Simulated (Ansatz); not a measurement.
Reaction (ligand exchange at the Si–C bond): `BO[SiH](C)C` + HBr → `BO[SiH](C)Br` + CH₄

Calculated with Ansatz (gas phase, PBE0-D4/def2-TZVP geometries, no zero-point term in ΔE). CCSD(T)/CBS is the MP2 limit (def2-TZVPP, def2-QZVPP) plus CCSD(T) − MP2 in def2-TZVPP, frozen cores. This one scheme is used for every species. Functionals use def2-TZVPP. B3LYP here is the variant with VWN-RPA as its local correlation; programs differ in this. For Br outer-core shells are correlated without core-valence functions, which leaves a few kJ/mol of doubt a bond. Scalar relativity is left out up to krypton. One conformer a species, not always the lowest.

| level | ΔE (kJ/mol) |
| --- | --- |
| PBE-D4 | -105.1 |
| r2SCAN-D4 | -109.1 |
| PBE0-D4 | -107.4 |
| ωB97M-V | -106.5 |
| r2SCAN | -109.5 |
| B3LYP | -107.1 |
| MP2/CBS(def2) | -115.9 |
| CCSD/CBS(def2) | -109.3 |

(1) What does CCSD(T)/CBS give? (Estimate.)

Largest T1 diagnostic among the species: 0.012.

Answers

(1) The calculation gave: -109.0 kJ/mol. The listed levels differ from it by 3.9, -0.1, 1.6, 2.5, -0.5, 1.9, -6.9, -0.3 kJ/mol.

In def2-TZVPP, CCSD(T) changes the Hartree–Fock value by +11.9 kJ/mol (the triples alone add +0.3 kJ/mol) and MP2 by +5.0 kJ/mol.
